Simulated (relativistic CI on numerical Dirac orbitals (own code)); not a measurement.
**Hyperfine structure of Sn11+, mass number 119**

Calculated at this level of theory: Dirac-Coulomb-Breit CI, KLI orbitals optimised for each configuration, model QED (radiative potential, 1s self-energy scaled to tabulated hydrogen-like ionisation energies), unscaled Slater integrals (own radial code, finite nucleus).

Configuration list (outside the closed core [Ar] 3d10): 4s2.4p6.4d3, 4s2.4p5.4d4, 4s2.4p6.4d2.4f, 4s2.4p6.4d2.5s, 4s.4p6.4d4, 4s2.4p6.4d2.5p, 4s2.4p6.4d.4f.5s, 4s2.4p6.4d2.5d, 4s2.4p6.4d.5s.5p, 4s.4p6.4d3.4f, 4s2.4p6.4d.4f2, 4s2.4p6.4f3, 4s2.4p6.4f2.5s, 4s2.4p6.4f2.5p, 4s2.4p6.4f2.5d, 4s2.4p6.4d.5s2, 4s2.4p6.4f.5s2, 4s2.4p6.5s2.5p, 4s2.4p6.5s2.5d, 4p6.4d5, 4p5.4d6, 4s2.4p6.4d.4f.5p, 4s2.4p6.4f.5s.5p, 4s2.4p6.4f.5p2, 4s2.4p6.4f.5p.5d, 4s2.4p6.4d.5p2, 4s2.4p6.5s.5p2, 4s2.4p6.5p3, 4s2.4p6.5p2.5d. Double excitations out of closed p, d and f shells are left out; levels of such configurations are missing from the list, as are those of other unlisted configurations, and high levels can miss mixing partners. These lack a partner that the ground configuration has and come out too high: 4s.4p6.4d3.4f.

Nuclear spin I = 1/2, μ = -1.0459 μN (tables of Stone and Pyykkö). The electronic factors are computed for point nuclear moments, without core polarisation or the Bohr-Weisskopf and QED corrections.

```tsv
Level	E (cm⁻¹)	A (MHz)
4s2.4p6.4d3 4F_3/2	0.0	-6787
4s2.4p6.4d3 4F_5/2	5610.0	-4046
4s2.4p6.4d3 4F_7/2	11319.3	-3396
4s2.4p6.4d3 4F_9/2	16497.3	-3432
4s2.4p6.4d3 4P_3/2	22644.9	-3551
4s2.4p6.4d3 4P_1/2	24400.0	3224
4s2.4p6.4d3 4P_5/2	32034.9	-1372
4s2.4p6.4d3 2G_7/2	32212.6	-4653
```

Levels with J = 0, under 50 % of one LS term, or S terms without an open s electron are left out. Small factors come from cancelling terms and can be off by tens of per cent or more.

At this charge energies of transitions that change n are usually good to better than 1 %, and those within a shell (Δn = 0) to a few per cent. Terms inside the open d or f shell come out 10 to 20 % too wide with unscaled integrals.

(1) Give the hyperfine levels of 4s2.4p6.4d3 4F_3/2 relative to its centre of gravity.

Results:

(1) With K = F(F + 1) − I(I + 1) − J(J + 1), E = AK/2: F = 1: 8484, F = 2: -5090 MHz.

LS names give the leading component of a level, which can be under half, so a name can repeat, a term be missing and a line seem to break the LS rules.
